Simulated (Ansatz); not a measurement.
Ansatz results at the PBE0-D4/def2-TZVP geometry: HOMO–LUMO gap (PBE0/def2-TZVPP) 6.62 eV; LUMO energy (PBE0/def2-TZVPP) -0.74 eV; size of the dipole moment (PBE/def2-TZVPP) 1.54 D.

(1) Which molecule gave them?
A. `CB(F)BCl`
B. `OB(O)[O][Zn][F]`
C. `C=C=CCl`
D. `C[Si]1(S)CO1`

## Answers

(1) C. The others give `OB(O)[O][Zn][F]`: 7.79, -1.22, 3.59; `C[Si]1(S)CO1`: 7.42, 0.25, 1.59; `CB(F)BCl`: 5.96, -1.84, 1.23.
